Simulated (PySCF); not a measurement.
# Exercise with solution: oscillator strength and radiative lifetime

Cl2H4SSi2, SMILES Cl[SiH2]S[SiH2]Cl.

Geometry: r2SCAN-D4/def2-SVP. This is a generated structure with no PubChem entry under its InChIKey; it may be hypothetical. The values are those of a single conformer.

TDA-PBE/def2-SVPD (PySCF) puts the first singlet state with f over 0.02 at 5.60 eV (vertical), with the transition dipole (-0.668, 0.020, 0.000) in atomic units.

Question: Find the oscillator strength, the wavelength and the radiative lifetime that this transition would have in vacuum if emission retraced absorption.

Answer: 
|μ|² = 0.4466 au, so |μ| = 1.70 D. ΔE = 5.60/27.211 = 0.2058 hartree. f = (2/3) ΔE |μ|² = 0.061 (the program prints 0.061).
λ = 1239.84/5.60 = 221 nm; ν = 45167 cm⁻¹.
Einstein's coefficient A = 0.6670 ν² f s⁻¹ (ν in cm⁻¹) = 8.3e7 s⁻¹, so τ = 1/A = 12 ns. This state is S1. The figure is the radiative limit of this one transition; relaxation, internal conversion, crossing to triplets and a medium change what is measured.
